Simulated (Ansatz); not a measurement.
Ideal-gas functions of `C=[N][AlH][SH]` at 800 K and 1 bar, from an Ansatz frequency run at PBE0-D4/def2-TZVP.

Molar mass 89.1 g/mol, point group Cs (symmetry number 1), electronic degeneracy 1, moments of inertia 37.588, 247.69, 281.8 u Å². Harmonic wavenumbers (cm⁻¹, unscaled): 103, 104, 212, 279, 297, 469, 476, 622, 664, 729, 1126, 1200, 1528, 1870, 1970, 2711, 2963, 3013.

Use S(trans) = R[1.5 ln M + 2.5 ln T − 1.1517]; rotational temperatures θ = 24.2544 K / I; S(rot) = R[ln(√π/σ · √(T³/θAθBθC)) + 1.5]; for each mode x = 1.438777 ν̃/T, S = R[x/(eˣ − 1) − ln(1 − e⁻ˣ)] and H = RT x/(eˣ − 1); 1 cm⁻¹ = 0.0119627 kJ/mol; R = 8.31446 J/(mol·K).

Question: By hand: the entropy, in J/(mol·K).

Answer: Translation 185.4. Rotation: θ = 0.6453, 0.0979, 0.0861 K, giving 122.3. Vibration, mode by mode: 22.35, 22.27, 16.38, 14.13, 13.63, 9.97, 9.86, 7.80, 7.32, 6.63, 3.74, 3.36, 2.11, 1.30, 1.12, 0.38, 0.26, 0.24, in all 142.8. Electronic 0.0. Sum 450.5 J/(mol·K).

Question: By hand: H − E and G − E in kJ/mol, counted from the electronic energy.

Answer: Zero-point energy ½ × 20336 × 0.0119627 = 121.6; thermal vibration 53.7; translation, rotation and pV give 4 RT = 26.6. H − E = 201.9 kJ/mol, and G − E = 201.9 − 800 × 450.5/1000 = -158.5 kJ/mol.

Vibration gives 32 % of the entropy, 44.6 J/(mol·K) of it from the modes under 150 cm⁻¹: soft modes count most, and the harmonic formula is weakest for them. The sum counts one conformer and one mirror image; others add a mixing term.
